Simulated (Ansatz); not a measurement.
CuI₂. Charge 0, multiplicity 2. Geometry PBE-D4/def2-TZVP.

```xyz
3

Cu    0.000    0.000    0.000
I     2.178   -1.003    0.165
I    -2.178    1.003   -0.165
```

In the def2 sets I takes a core potential; there is no spin–orbit coupling. At PBE-D4/def2-SVP an occupied level lies above an empty one. At PBE-D4/def2-SVP, BLYP-D4/def2-TZVP the gap within one spin of the charge 0 doublet nearly closes, so an electron or hole may be smeared out by delocalisation error.

Q: Estimate the α-spin orbital energies around the gap (eV) in Ansatz with PBE-D4/def2-SVP, BLYP-D4/def2-TZVP, r2SCAN-D4/def2-TZVP, PBE0-D4/def2-SVP, PBE0-D4/def2-TZVPD.

A: 
```
orbital  PBE-D4/def2-SVP  BLYP-D4/def2-TZVP  r2SCAN-D4/def2-TZVP  PBE0-D4/def2-SVP  PBE0-D4/def2-TZVPD
 HOMO−9            -8.66              -8.62                -9.36            -11.29              -11.35
 HOMO−8            -8.09              -8.14                -8.73            -10.60              -10.68
 HOMO−7            -7.68              -7.54                -8.14            -10.16              -10.28
 HOMO−6            -7.41              -7.54                -8.12            -10.15              -10.27
 HOMO−5            -7.37              -7.52                -8.09             -8.87               -8.94
 HOMO−4            -7.33              -7.26                -7.83             -8.81               -8.87
 HOMO−3            -7.09              -7.11                -7.57             -8.56               -8.67
 HOMO−2            -6.92              -6.87                -7.38             -8.15               -8.25
 HOMO−1            -6.77              -6.71                -7.29             -8.12               -8.24
   HOMO            -6.28              -6.26                -6.75             -7.66               -7.76
   LUMO            -1.48              -1.64                -1.40             -0.73               -0.96
 LUMO+1             0.65               0.30                 0.39              1.37               -0.16
 LUMO+2             0.72               0.49                 0.58              1.57               -0.03
 LUMO+3             0.86               0.77                 1.27              1.76                0.27
 LUMO+4             4.21               2.85                 3.26              5.26                0.75
 LUMO+5             6.06               2.99                 3.27              7.18                0.80
 β HOMO            -6.13              -6.14                -6.58             -7.50               -7.61
 β LUMO            -6.19              -6.17                -6.39             -5.79               -5.86
```
